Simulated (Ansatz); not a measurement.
Steps of a relaxation of `N=C(I)[NH][GaH2]` with RKS PBE-D4/def2-SVP.

```sh
$ ansatz run in.yaml --threads 4 --pin off --events-out ev --progress --plain --max-ram 10444MiB
```

```yaml
crystal:
  periodic: [false, false, false]
  atoms:
    - {symbol: N, position_ang: [1.436600, 0.495600, 0.763100]}
    - {symbol: C, position_ang: [0.985900, -0.464500, 0.038300]}
    - {symbol: I, position_ang: [2.312000, -1.999400, -0.454800]}
    - {symbol: N, position_ang: [-0.284000, -0.515800, -0.422800]}
    - {symbol: Ga, position_ang: [-1.412500, 0.696300, -0.045000]}
    - {symbol: H, position_ang: [0.738000, 1.333800, 1.003200]}
    - {symbol: H, position_ang: [-0.659600, -1.330800, -0.990700]}
    - {symbol: H, position_ang: [-1.115300, 1.592400, -1.209400]}
    - {symbol: H, position_ang: [-1.912500, 0.146000, 1.301000]}
basis:
  gaussian: {orbitals: def2-SVP}
hamiltonian: {xc: pbe, dispersion: d4}
relax: {f_tol: 0.03, max_steps: 200}
```

Positions (Å) and forces (eV/Å) along the path, 15 of 24 steps:

```xyz
9
step=1 energy=-64536.1461 eV
N     1.437    0.496    0.763   -0.377    1.801    0.853
C     0.986   -0.465    0.038   -1.313    1.310    0.359
I     2.312   -1.999   -0.455    0.579   -0.773   -0.251
N    -0.284   -0.516   -0.423    3.098   -6.436   -2.750
Ga   -1.413    0.696   -0.045   -2.731    3.300    1.870
H     0.738    1.334    1.003    1.262   -1.930   -0.643
H    -0.660   -1.331   -0.991    1.160    0.673    0.689
H    -1.115    1.592   -1.209   -0.719    1.455   -0.634
H    -1.913    0.146    1.301   -0.961    0.600    0.506
9
step=4 energy=-64537.7103 eV
N     1.513    0.463    0.749    0.052    0.038    0.079
C     1.047   -0.491    0.040   -0.310    0.235    0.027
I     2.411   -2.101   -0.450    0.176   -0.139   -0.031
N    -0.195   -0.674   -0.472   -0.126   -0.215   -0.169
Ga   -1.465    0.705   -0.045    0.259    0.016    0.071
H     0.835    1.221    0.972    0.083   -0.084   -0.044
H    -0.368   -1.511   -1.037    0.103    0.064    0.075
H    -1.480    1.880   -1.097   -0.157   -0.026    0.102
H    -2.209    0.461    1.322   -0.080    0.110   -0.112
9
step=5 energy=-64537.7305 eV
N     1.523    0.440    0.758   -0.032   -0.078   -0.036
C     1.044   -0.504    0.043   -0.002    0.060   -0.018
I     2.453   -2.113   -0.445   -0.093    0.026    0.007
N    -0.194   -0.684   -0.482    0.109    0.025    0.066
Ga   -1.442    0.714   -0.034    0.007   -0.049   -0.033
H     0.864    1.216    0.960   -0.019    0.052    0.028
H    -0.352   -1.520   -1.046   -0.007   -0.027   -0.034
H    -1.554    1.895   -1.071    0.005   -0.026    0.031
H    -2.253    0.510    1.300    0.033    0.017   -0.011
9
step=6 energy=-64537.7321 eV
N     1.518    0.448    0.761   -0.021   -0.051   -0.048
C     1.047   -0.494    0.040   -0.020   -0.026    0.041
I     2.427   -2.122   -0.446    0.035    0.010    0.012
N    -0.188   -0.687   -0.484   -0.029    0.069    0.013
Ga   -1.438    0.705   -0.036   -0.005   -0.017   -0.019
H     0.856    1.221    0.967    0.014    0.023    0.010
H    -0.336   -1.520   -1.055    0.001    0.006   -0.014
H    -1.556    1.887   -1.068    0.000   -0.011    0.001
H    -2.241    0.516    1.303    0.025   -0.002    0.004
9
step=8 energy=-64537.7766 eV
N     1.461    0.343    0.897   -0.369    0.815    0.261
C     0.997   -0.530    0.097    0.274   -0.166   -0.169
I     2.386   -2.189   -0.288   -0.111   -0.146   -0.034
N    -0.171   -0.613   -0.587    0.002   -0.461   -0.394
Ga   -1.454    0.689   -0.066   -0.254    0.268    0.252
H     0.924    1.249    0.970    0.257   -0.672   -0.083
H    -0.259   -1.348   -1.313    0.143    0.495    0.397
H    -1.847    1.749   -1.175   -0.084   -0.176    0.074
H    -1.947    0.603    1.447    0.142    0.042   -0.304
9
step=10 energy=-64537.9033 eV
N     1.444    0.268    1.005   -0.137    0.671    0.271
C     1.015   -0.539    0.128   -0.011   -0.209   -0.229
I     2.311   -2.275   -0.249   -0.089   -0.068   -0.032
N    -0.120   -0.532   -0.638   -0.099   -0.086   -0.318
Ga   -1.467    0.710   -0.097   -0.187    0.095   -0.080
H     0.917    1.174    1.082    0.247   -0.622   -0.079
H    -0.151   -1.179   -1.455    0.088    0.524    0.581
H    -2.166    1.544   -1.277    0.095   -0.340    0.324
H    -1.694    0.784    1.485    0.093    0.035   -0.437
9
step=13 energy=-64538.1083 eV
N     1.489    0.171    1.141   -0.106   -0.259   -0.316
C     1.046   -0.527    0.174    0.183    0.236    0.304
I     2.130   -2.361   -0.325    0.108   -0.091    0.040
N    -0.042   -0.363   -0.653   -0.147    0.178   -0.036
Ga   -1.505    0.712   -0.159   -0.071    0.063   -0.024
H     0.977    1.066    1.254    0.032   -0.138   -0.010
H    -0.025   -0.936   -1.506   -0.018    0.109    0.094
H    -2.475    1.140   -1.325    0.058   -0.137    0.119
H    -1.507    1.052    1.382   -0.039    0.038   -0.171
9
step=14 energy=-64538.1526 eV
N     1.517    0.115    1.164   -0.144   -0.091   -0.014
C     1.064   -0.532    0.174    0.130    0.086    0.094
I     2.126   -2.368   -0.377    0.053   -0.026   -0.029
N    -0.024   -0.312   -0.645   -0.027    0.012   -0.009
Ga   -1.505    0.727   -0.167   -0.176    0.139   -0.054
H     0.965    0.974    1.347    0.113   -0.046   -0.028
H    -0.017   -0.861   -1.512   -0.031    0.024    0.040
H    -2.548    0.968   -1.324    0.092   -0.086    0.121
H    -1.490    1.242    1.321   -0.010   -0.014   -0.121
9
step=15 energy=-64538.1733 eV
N     1.497    0.042    1.221    0.056    0.126    0.034
C     1.061   -0.537    0.188   -0.003   -0.099    0.008
I     2.167   -2.318   -0.478    0.012   -0.022   -0.019
N    -0.031   -0.298   -0.621    0.042   -0.042   -0.112
Ga   -1.509    0.765   -0.196   -0.062    0.048    0.062
H     0.969    0.905    1.438    0.000   -0.050    0.048
H    -0.031   -0.852   -1.483   -0.026    0.014    0.001
H    -2.601    0.838   -1.315    0.028   -0.012    0.010
H    -1.434    1.410    1.230   -0.046    0.036   -0.031
9
step=16 energy=-64538.1802 eV
N     1.515    0.030    1.222    0.032   -0.012   -0.002
C     1.072   -0.545    0.188   -0.027    0.023    0.036
I     2.194   -2.292   -0.532    0.022   -0.006   -0.008
N    -0.035   -0.307   -0.604   -0.051    0.027    0.002
Ga   -1.510    0.780   -0.194    0.055   -0.045   -0.031
H     0.961    0.862    1.485   -0.004   -0.009    0.006
H    -0.056   -0.874   -1.457   -0.023    0.009   -0.008
H    -2.591    0.806   -1.323    0.000   -0.007   -0.002
H    -1.461    1.494    1.198   -0.002    0.022    0.006
9
step=17 energy=-64538.1822 eV
N     1.519   -0.003    1.240   -0.044    0.034    0.002
C     1.073   -0.553    0.195   -0.019    0.051    0.018
I     2.242   -2.240   -0.614   -0.020    0.047    0.022
N    -0.049   -0.319   -0.577   -0.004   -0.023    0.024
Ga   -1.511    0.794   -0.200    0.043    0.068    0.014
H     0.942    0.796    1.559    0.045   -0.092   -0.048
H    -0.087   -0.894   -1.425   -0.012   -0.004    0.004
H    -2.601    0.745   -1.328    0.025    0.000    0.057
H    -1.440    1.628    1.133   -0.012   -0.079   -0.091
9
step=18 energy=-64538.1811 eV rejected
N     1.520   -0.006    1.240   -0.063    0.025    0.034
C     1.071   -0.558    0.197    0.025    0.079   -0.028
I     2.255   -2.229   -0.620   -0.029    0.027    0.014
N    -0.051   -0.324   -0.576   -0.008    0.000    0.019
Ga   -1.491    0.824   -0.219   -0.049   -0.097    0.081
H     0.935    0.785    1.567    0.042   -0.077   -0.045
H    -0.096   -0.906   -1.418   -0.004    0.003    0.011
H    -2.608    0.737   -1.316    0.049    0.047    0.004
H    -1.445    1.631    1.129    0.037   -0.008   -0.090
9
step=19 energy=-64538.1841 eV
N     1.516   -0.001    1.238   -0.004    0.018    0.004
C     1.074   -0.550    0.191   -0.021   -0.021    0.035
I     2.252   -2.230   -0.611   -0.009    0.031   -0.009
N    -0.053   -0.327   -0.577   -0.003    0.009   -0.008
Ga   -1.502    0.805   -0.208    0.028   -0.028    0.000
H     0.930    0.786    1.564    0.006   -0.017   -0.022
H    -0.094   -0.905   -1.422   -0.004   -0.001    0.007
H    -2.604    0.752   -1.317   -0.001    0.007   -0.005
H    -1.431    1.623    1.125    0.009    0.004   -0.002
9
step=22 energy=-64538.1857 eV
N     1.495   -0.011    1.250   -0.056    0.053    0.042
C     1.067   -0.558    0.196   -0.002   -0.038   -0.029
I     2.331   -2.134   -0.684   -0.014    0.031    0.013
N    -0.079   -0.373   -0.553    0.005    0.006    0.005
Ga   -1.482    0.824   -0.222   -0.008    0.016    0.015
H     0.852    0.715    1.615    0.068   -0.055   -0.034
H    -0.136   -0.979   -1.378    0.004    0.008    0.015
H    -2.611    0.753   -1.303    0.006    0.002    0.012
H    -1.348    1.716    1.063   -0.004   -0.023   -0.038
9
step=24 energy=-64538.1861 eV
N     1.496   -0.016    1.253    0.000   -0.012   -0.014
C     1.067   -0.560    0.198    0.007    0.010    0.016
I     2.327   -2.134   -0.684   -0.002    0.002    0.000
N    -0.078   -0.368   -0.552    0.002   -0.007   -0.007
Ga   -1.485    0.824   -0.223   -0.002    0.003    0.002
H     0.863    0.715    1.616   -0.003    0.002    0.001
H    -0.134   -0.972   -1.378   -0.001    0.001    0.002
H    -2.614    0.748   -1.303    0.001    0.000   -0.001
H    -1.353    1.718    1.056    0.000    0.001   -0.001
```

Hardware: 4 threads of an Arm Neoverse V1 on a shared host. Wall time 43 s, peak host memory 0.19 GiB.
